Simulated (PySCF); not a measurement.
ReO3F, SMILES [O]=[Re](=[O])(=[O])[F], multiplicity 1. Heavy atoms are numbered as in [Re:1](=[O:2])(=[O:3])(=[O:4])[F:5].

Coordinates come from a PBE0-D3(BJ)/def2-SVP optimisation. The multiplicity is an assumed one; other spin states were not compared. The def2 effective core potentials stand for the cores of Re; spin–orbit coupling is left out.

Level of theory: HF/def2-TZVP (PySCF).

ESP charges are fitted to the potential on shells at 1.4 to 2.0 van der Waals radii. Atomic charges (e), one atom of each kind:

```
atom  ESP fit  Mulliken  Löwdin
----  -------  --------  ------
Re1      1.76      2.14    1.39
O2      -0.48     -0.56   -0.36
F5      -0.32     -0.46   -0.31
```
